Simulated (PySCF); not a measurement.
## Two-component Hartree-Fock for Rb(33+) (rubidium, charge +33)

Start: [He] 2s2. Calculated with PySCF 2.14 in an uncontracted even-tempered set (17 s from 3.1 bohr⁻², ratio 2.6; 12 p from 4.1 bohr⁻², ratio 2.6; 7 d from 4.2 bohr⁻², ratio 2.8; 4 f from 82 bohr⁻², ratio 2.8): generalised Hartree-Fock with the X2C-1e Hamiltonian and a Gaussian nucleus; spin-orbit coupling (SO) screened by Boettger's factors.

```
spinor shell  electrons  ε, screened SO (eV)  weight of nominal j (screened SO)  rms radius, screened SO (bohr)
       1s1/2          2             -17929.7                              1.000                          0.0460
       2s1/2          2              -4209.4                              1.000                           0.178
```

```json
{"quantity": "E (hartree)", "screened SO": "-1685.75049"}
{"quantity": "M_J", "screened SO": "0"}
{"quantity": "⟨J²⟩", "screened SO": "0.000"}
{"quantity": "⟨L²⟩", "screened SO": "0.000"}
{"quantity": "⟨S²⟩", "screened SO": "0.000"}
```

Breit and QED terms are absent; they matter most for the inner s and p1/2 levels.

Densities and radii are taken from the X2C orbitals without a picture-change correction, which distorts them close to the nucleus.
